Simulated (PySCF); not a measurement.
Highest harmonic wavenumber (cm⁻¹) of eight silicon and germanium compounds: PBE-D3(BJ) beside PBE0-D3(BJ), computed with PySCF for isolated molecules in the bases named; differences from unrounded values. The eight are the first of their class met in an unordered collection, after screening for sound electronic states; none was chosen by its value. Each level has its own optimised geometry.

```
molecule                                                     basis  PBE0-D3(BJ)  PBE-D3(BJ)  difference
--------------------------------------------------------  --------  -----------  ----------  ----------
C3H5NOSi, SMILES C=C[SiH2]OC#N                            def2-SVP         3254        3160         -94
C2H6ClFSi, SMILES F[C@@H](Cl)C[SiH3]                      def2-SVP         3145        3054         -91
Si(CF3)(F)(H)2 (CH₂F₄Si), SMILES F[SiH2]C(F)(F)F          def2-SVP         2310        2231         -79
C₃H₁₀ClNSi, SMILES C[Si@@H]([C@H](N)C)Cl                  def2-SVP         3607        3467        -140
C3H8ClFSi, SMILES CCC[Si@H](F)Cl                          def2-SVP         3151        3061         -91
Ge(F)2(Br)(OH) (BrF2GeHO), SMILES [OH][Ge]([F])([F])[Br]  def2-SVP         3879        3700        -179
CH3F3OSi, SMILES O[Si](F)(F)CF                            def2-SVP         3899        3712        -187
H4O2SeSi, SMILES O[Se]O[SiH3]                             def2-SVP         3838        3650        -188
```

PBE-D3(BJ) lies below PBE0-D3(BJ) in 8 and above it in 0 of the eight; the mean signed difference is -131 and the largest -188 cm⁻¹.
